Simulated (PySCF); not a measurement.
Running PySCF for RbSe

File input.py (PySCF 2.14):

```python
from pyscf import gto, dft

mol = gto.M(
    atom='Rb 0 0 0; Se 0 0 2.953',
    basis='lanl2dz',
    ecp={'Rb': 'lanl2dz', 'Se': 'lanl2dz'},
    charge=0,
    spin=1,
    symmetry=True,
    verbose=4,
)
mf = dft.ROKS(mol, xc='wb97')
mf.kernel()
mf.mulliken_pop()
mf.dip_moment()
print('orbital energies (hartree):', mf.mo_energy[..., max(0, mol.nelec[1]-3):mol.nelec[0]+3].round(4))
```

```bash
$ OMP_NUM_THREADS=1 python input.py
```

Output (some set-up lines and the per-cycle HOMO/LUMO lines with their warnings removed):

```
PySCF version 2.14.0

[INPUT] Symbol           X                Y                Z      unit          X                Y                Z       unit  Magmom
[INPUT]  1 Rb     0.000000000000   0.000000000000   0.000000000000 AA    0.000000000000   0.000000000000   0.000000000000 Bohr   0.0
[INPUT]  2 Se     0.000000000000   0.000000000000   2.953000000000 AA    0.000000000000   0.000000000000   5.580361245841 Bohr   0.0

nuclear repulsion = 9.67679288509312
point group symmetry = Coov
symmetry origin: [0.         0.         2.67228567]
symmetry axis x: [1. 0. 0.]
symmetry axis y: [0. 1. 0.]
symmetry axis z: [0. 0. 1.]
num. orbitals of irrep A1 = 10
num. orbitals of irrep E1x = 5
num. orbitals of irrep E1y = 5
number of shells = 9
number of NR pGTOs = 35
number of NR cGTOs = 20
basis = lanl2dz
ecp = {'Rb': 'lanl2dz', 'Se': 'lanl2dz'}

******** <class 'pyscf.dft.rks_symm.SymAdaptedROKS'> ********
method = SymAdaptedROKS
initial guess = minao
damping factor = 0
level_shift factor = 0
DIIS = <class 'pyscf.scf.diis.CDIIS'>
SCF conv_tol = 1e-09
SCF max_cycles = 50
num. doubly occ = 7  num. singly occ = 1
XC functionals = wb97
    J.-D. Chai and M. Head-Gordon.,  J. Chem. Phys. 128, 084106 (2008)

grids dens level: 3
Freeze 0 electrons in irreps []
    15 free electrons in irreps A1 E1x E1y
tot grids = 42336
init E= -18.2537238182854
cycle= 1 E= -32.7251848516195  delta_E= -14.5  |g|= 0.654  |ddm|= 2.44
cycle= 2 E= -33.001694128845  delta_E= -0.277  |g|= 0.352  |ddm|= 1.17
cycle= 3 E= -33.0735034665893  delta_E= -0.0718  |g|= 0.0582  |ddm|= 0.418
cycle= 4 E= -33.0771800952724  delta_E= -0.00368  |g|= 0.00997  |ddm|= 0.141
cycle= 5 E= -33.0772880861189  delta_E= -0.000108  |g|= 0.00301  |ddm|= 0.0435
cycle= 6 E= -33.0773272756273  delta_E= -3.92e-05  |g|= 0.000503  |ddm|= 0.0169
cycle= 7 E= -33.0773278369991  delta_E= -5.61e-07  |g|= 0.000136  |ddm|= 0.00292
cycle= 8 E= -33.0773278915321  delta_E= -5.45e-08  |g|= 3.06e-05  |ddm|= 0.000851
cycle= 9 E= -33.0773278943566  delta_E= -2.82e-09  |g|= 5.2e-06  |ddm|= 0.000175
cycle= 10 E= -33.0773278944418  delta_E= -8.52e-11  |g|= 6.79e-07  |ddm|= 2.39e-05
Extra cycle  E= -33.0773278944429  delta_E= -1.05e-12  |g|= 2.44e-07  |ddm|= 2.78e-06
converged SCF energy = -33.0773278944429
 ** Mulliken pop  **
pop of  0 Rb 4s           2.01046
pop of  0 Rb 5s           0.06468
pop of  0 Rb 6s          -0.00692
pop of  0 Rb 4px          1.99626
pop of  0 Rb 4py          1.99626
pop of  0 Rb 4pz          1.99559
pop of  0 Rb 5px          0.05755
pop of  0 Rb 5py          0.05755
pop of  0 Rb 5pz          0.03893
pop of  0 Rb 6px          0.00004
pop of  0 Rb 6py          0.00004
pop of  0 Rb 6pz          0.00230
[8 lines left out]
 ** Mulliken atomic charges  **
charge of    0Rb =      0.78726
charge of    1Se =     -0.78726
Dipole moment(X, Y, Z, Debye):  0.00000,  0.00000, -12.64273
orbital energies (hartree): [-0.6456 -0.235  -0.235  -0.1292 -0.0065  0.0277  0.0277]
```

In short: E(SCF) = -33.077328 Eh, 10 cycles, μz(SCF) = -12.64 D.

Hardware: Arm Neoverse V1, 1 thread, shared host. Wall time 1.6 s, peak memory 0.15 GiB.

The bond length is a typed value, not an optimised one. No search for the lowest solution was made.
